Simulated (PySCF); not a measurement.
3-ethynylthiophene (C₆H₄S), SMILES C#Cc1ccsc1.

Geometry optimised at B3LYP-D3(BJ)/def2-SVP.

All values below come from PBE/def2-TZVP (PySCF).

Isolated molecule, no solvent.

Question: Estimate the frontier levels, gap, dipole moment and polarisability. (An estimate is asked for; the answer gives what the named calculation found.)

Answer: 
| Item | Value |
|---|---|
| highest occupied level | -5.73 eV |
| lowest empty level | -1.83 eV |
| orbital gap | 3.90 eV |
| dipole moment | 0.54 D |
| quadrupole, principal values (traceless, Buckingham form, about the centre of nuclear charge) | -8.98, 1.63, 7.35 D·Å |
| mean static polarisability | 88.1 bohr³ (13.05 Å³) |
| polarisability, principal values | 47.4, 79.1, 137.7 bohr³ |
